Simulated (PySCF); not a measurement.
# Spinor energies of Te⁻ (tellurium, charge -1)

Start: [Kr] 4d10 5s2 5p5; 5p1/2 filled at m_j = -1/2, +1/2; 5p3/2 filled at m_j = -1/2, +1/2, +3/2. Calculated with PySCF 2.14 in x2c-TZVPPall-2c with one added diffuse shell each of s, p, d, f type (9s10p6d3f, 90 functions): generalised Hartree-Fock with the X2C-1e Hamiltonian and a Gaussian nucleus; spin-orbit coupling (SO) screened by Boettger's factors.

```json
{"spinor shell": "1s1/2", "electrons": "2", "ε, screened SO (eV)": "-31962.3", "weight of nominal j (screened SO)": "1.000", "rms radius, screened SO (bohr)": "0.0318"}
{"spinor shell": "2s1/2", "electrons": "2", "ε, screened SO (eV)": "-4992.3", "weight of nominal j (screened SO)": "1.000", "rms radius, screened SO (bohr)": "0.130"}
{"spinor shell": "2p1/2", "electrons": "2", "ε, screened SO (eV)": "-4665.4", "weight of nominal j (screened SO)": "1.000", "rms radius, screened SO (bohr)": "0.112"}
{"spinor shell": "2p3/2", "electrons": "4", "ε, screened SO (eV)": "-4388.3", "weight of nominal j (screened SO)": "1.000", "rms radius, screened SO (bohr)": "0.117"}
{"spinor shell": "3s1/2", "electrons": "2", "ε, screened SO (eV)": "-1029.4", "weight of nominal j (screened SO)": "1.000", "rms radius, screened SO (bohr)": "0.343"}
{"spinor shell": "3p1/2", "electrons": "2", "ε, screened SO (eV)": "-893.59", "weight of nominal j (screened SO)": "1.000", "rms radius, screened SO (bohr)": "0.336"}
{"spinor shell": "3p3/2", "electrons": "4", "ε, screened SO (eV)": "-840.27", "weight of nominal j (screened SO)": "1.000", "rms radius, screened SO (bohr)": "0.347"}
{"spinor shell": "3d3/2", "electrons": "4", "ε, screened SO (eV)": "-602.84", "weight of nominal j (screened SO)": "1.000", "rms radius, screened SO (bohr)": "0.320"}
{"spinor shell": "3d5/2", "electrons": "6", "ε, screened SO (eV)": "-591.92", "weight of nominal j (screened SO)": "1.000", "rms radius, screened SO (bohr)": "0.323"}
{"spinor shell": "4s1/2", "electrons": "2", "ε, screened SO (eV)": "-185.98", "weight of nominal j (screened SO)": "1.000", "rms radius, screened SO (bohr)": "0.815"}
{"spinor shell": "4p1/2", "electrons": "2", "ε, screened SO (eV)": "-137.12", "weight of nominal j (screened SO)": "1.000", "rms radius, screened SO (bohr)": "0.858"}
{"spinor shell": "4p3/2", "electrons": "4", "ε, screened SO (eV)": "-126.83", "weight of nominal j (screened SO)": "1.000", "rms radius, screened SO (bohr)": "0.887"}
{"spinor shell": "4d3/2", "electrons": "4", "ε, screened SO (eV)": "-46.782", "weight of nominal j (screened SO)": "0.999", "rms radius, screened SO (bohr)": "1.04"}
{"spinor shell": "4d5/2", "electrons": "6", "ε, screened SO (eV)": "-45.151", "weight of nominal j (screened SO)": "0.999", "rms radius, screened SO (bohr)": "1.05"}
{"spinor shell": "5s1/2", "electrons": "2", "ε, screened SO (eV)": "-13.602", "weight of nominal j (screened SO)": "0.999", "rms radius, screened SO (bohr)": "2.36"}
{"spinor shell": "5p1/2", "electrons": "2", "ε, screened SO (eV)": "-3.197", "weight of nominal j (screened SO)": "0.875", "rms radius, screened SO (bohr)": "3.07"}
{"spinor shell": "5p3/2", "electrons": "3", "ε, screened SO (eV)": "-2.220", "weight of nominal j (screened SO)": "0.917", "rms radius, screened SO (bohr)": "3.31"}
```

```tsv
quantity	screened SO
E (hartree)	-6791.89355
M_J	3/2
⟨J²⟩	3.776
⟨L²⟩	2.047
⟨S²⟩	0.787
```

Each row is a mean over spinors that exchange with the open shell spreads, by up to 2.109 eV (5s1/2).

Rows whose weight is well below 1 are mixtures of j = l ± 1/2: exchange outweighs spin-orbit coupling there, and the label is only the starting occupation.

Breit and QED terms are absent; they matter most for the inner s and p1/2 levels.

Densities and radii are taken from the X2C orbitals without a picture-change correction, which distorts them close to the nucleus.
